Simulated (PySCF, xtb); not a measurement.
Ga(H)(SiH3)2 (GaH7Si2), SMILES [SiH3][GaH][SiH3].

GFN2-xTB (xtb) at its own geometry gives an orbital gap of 3.30 eV and a dipole moment of 1.62 D.

Geometry: ωB97X-D3(BJ)/def2-SVP.

Problem. What does PBE/def2-TZVP in PySCF give? (Estimate from the structure and the level; the computed values follow.)

Solution. gap 3.10 eV (levels -6.29 and -3.19 eV), dipole 0.17 D.
